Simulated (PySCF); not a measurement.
**What builds the electron affinity along the 5p block**

Calculated with PySCF 2.14 from differences of total energies of unrestricted determinants, without spin-orbit coupling. Each column adds one step, in eV (sums use unrounded values): valence MP2, valence CCSD, valence triples, then the next inner shell at CCSD(T) (In 4s 4p 4d, Sn 4s 4p 4d, Te 4s 4p 4d, I 4s 4p 4d). References (photodetachment measurements) marked * lie between the lowest fine-structure levels; the others compare directly ((s) semi-empirical, (t) theoretical).

```tsv
element	UHF	+ MP2	+ CCSD	+ (T)	+ inner shell	sum	reference
In [Kr] 4d10 5s2 5p2 → [Kr] 4d10 5s2 5p1 (aug-cc-pwCVDZ-PP with ECP28MDF, ECP)	0.081	0.236	0.028	0.023	-0.032	0.336	0.384 *
Sn [Kr] 4d10 5s2 5p3 → [Kr] 4d10 5s2 5p2 (aug-cc-pwCVDZ-PP with ECP28MDF, ECP)	0.965	0.332	-0.020	0.022	-0.012	1.287	1.112 *
Te [Kr] 4d10 5s2 5p5 → [Kr] 4d10 5s2 5p4 (aug-cc-pwCVDZ-PP with ECP28MDF, ECP)	1.079	0.640	-0.014	0.039	0.006	1.750	1.971 *
I [Xe] → [Kr] 4d10 5s2 5p5 (aug-cc-pwCVDZ-PP with ECP28MDF, ECP)	2.388	0.750	-0.091	0.038	0.004	3.090	3.059 *
```

Double-zeta sets recover only part of the correlation energy.

What remains against the references is mostly basis incompleteness and, for starred values, spin-orbit coupling.

Q: What share of the correlation contribution for I comes from the inner shell?

A: The four steps add to 0.701 eV, of which the inner shell gives 0.004 eV, or 1 %.
